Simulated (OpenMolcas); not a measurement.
# Levels of Pt II by method

| Item | Value |
| --- | --- |
| Program | OpenMolcas |
| Basis | ANO-RCC-VTZP [8s7p5d3f1g] |
| Scalar Hamiltonian | DKH2, point nucleus |
| Active space | 9 electrons in 6 orbitals (5d 6s) |
| State averaging | 2S+1 = 4 even, 20 roots; 2S+1 = 2 even, 49 roots (38 in the spin-orbit step) |
| Spin-orbit coupling | RASSI with atomic mean-field integrals over the reference wave functions, term energies averaged over their components |

Methods on the same reference wave functions:
A. CASSCF
B. SS-CASPT2, IPEA 0.25 Eh, imaginary shift 0.1 Eh (closed shells correlated: 5s 5p)
C. MS-CASPT2, IPEA 0.25 Eh, imaginary shift 0.1 Eh (closed shells correlated: 5s 5p)

Energies in cm⁻¹ above 5d⁸ 6s ⁴F_9/2.

| Level | A | B | C |
| --- | --- | --- | --- |
| 5d⁸ 6s ⁴F_9/2 | 0.0 | 0.0 | 0.0 |
| 5d⁹ ²D_5/2 | 3812 | -2620 | -3960 |
| 5d⁸ 6s ⁴F_7/2 [64 %] | 4945 | 4360 | 4360 |
| 5d⁸ 6s ²F_7/2 [62 %] | 14764 | 13340 | 13340 |
| 5d⁷ 6s² ⁴F_9/2 | 23568 | 18390 | 18410 |
| 5d⁸ 6s ⁴P_1/2 | 23945 | 20440 | 20440 |
| 5d⁸ 6s ²G_7/2 | 27714 | 24600 | 24610 |
| 5d⁸ 6s ²G_9/2 | 28022 | 24710 | 24700 |
| 5d⁸ 6s ²P_1/2 | 28626 | 23800 | 23800 |
| 5d⁷ 6s² ⁴F_7/2 | 32709 | 27480 | 27470 |

B puts 5d⁹ ²D_5/2 lowest. C puts 5d⁹ ²D_5/2 lowest.

Between B and C the level of the table that moves most is 5d⁹ ²D_5/2, by 1300 cm-1 (lowest in C, highest in B). Moves below CASPT2's spread within the term are not significant.

From A to B the spin-free energies of the other terms of 5d⁸ 6s shown, above ⁴F, scale by factors of 0.73 to 0.83.

The lowest spin-free term lies below A's lowest term by 0.518 hartree in B, 0.524 hartree in C.

Term energies are means over components that CASPT2 splits; among the terms shown or strongly mixed into the levels shown the widest spread is 990 cm-1 (5d⁸ 6s ⁴F, C). Some high roots are left out of the spin-orbit mixing, which shifts the levels that they would mix with. A single d shell beside an s shell can misplace configurations of different d count against each other. Without dynamic correlation excited terms often stand tens of per cent too high (terms of higher spin than the ground term too low), and those without a measured partner can miss by more than the paired ones (holds for A). The lowest computed level is not the ground level that NIST lists (2D5/2) (holds for A). Levels of configurations outside the active space are missing. Levels that lie high or do not pair safely by name in every column are left out.

A share in square brackets marks a mixed level and gives the weight of the term that names it, the lowest over the columns.
